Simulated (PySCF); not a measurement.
**NMR parameters from quadrupole coupling constants**

C5H11NSi3.
Numbering: `[CH3:1][C:2]#[C:3][Si@@:4]([SiH3:5])([C:6]#[N:7])[CH2:8][SiH3:9]` (hydrogens: H10, H11, H12 on C1; H13, H14, H15 on Si5; H16, H17 on C8; H18, H19, H20 on Si9)

Structure used (GFN2-xTB), in Å, numbered top down from 1:
```xyz
20
C5H11NSi3 angstrom
C     -4.187    0.323    0.199
C     -2.757    0.221    0.019
C     -1.563    0.142   -0.133
Si     0.265   -0.014   -0.383
Si     0.921   -2.005   -1.370
C      0.617    1.424   -1.539
N      0.843    2.275   -2.272
C      1.142    0.425    1.259
Si     3.033    0.614    1.167
H     -4.518    1.334   -0.040
H     -4.451    0.097    1.232
H     -4.696   -0.381   -0.459
H      0.102   -2.310   -2.545
H      0.766   -3.117   -0.426
H      2.322   -1.975   -1.795
H      0.717    1.351    1.649
H      0.901   -0.348    1.991
H      3.546    0.963    2.494
H      3.379    1.659    0.204
H      3.614   -0.666    0.744
```

Computed at PBE0/pcSseg-1 (PySCF, non-relativistic):

| atom | environment | nucleus | spin I | Q (b) | CQ = χzz (MHz) | η |
| --- | --- | --- | --- | --- | --- | --- |
| N7 | cyano nitrogen | 14N | 1 | 0.02044 | -5.475 | 0.012 |

Q: Work back to Vxx, Vyy and Vzz; CQ/MHz = 234.96 (Q/b)(Vzz/au).

A: Vxx = −Vzz(1 − η)/2 and Vyy = −Vzz(1 + η)/2, in au:

```tsv
atom	Vxx (au)	Vyy (au)	Vzz (au)	Vzz (10²¹ V/m²)
N7	0.563	0.577	-1.140	-11.08
```

Q: Give the quadrupolar product PQ = |CQ|√(1 + η²/3), the quadrupolar frequency νQ = 3|CQ|/[2I(2I − 1)] and the Larmor frequency ν0 = |g| × 7.62259 MHz/T × B at 28.2 T, with g(14N) = 0.40376.

A: 
```tsv
atom	PQ (MHz)	νQ (MHz)	ν0 (MHz)	νQ/ν0
N7	5.475	8.212	86.79	0.095
```

For N7: PQ = 5.475 × 1.0000, νQ = 5.475 × 1.5000, ν0 = 3.0777 MHz/T × 28.2 T.

One conformer (not necessarily the lowest) at the GFN2-xTB geometry, without solvent, vibrations or thermal averaging. GFN2-xTB bond lengths can be off by several hundredths of an ångström, more for odd bonds, and the gradients follow them. These gradients aren't converged with respect to the basis.
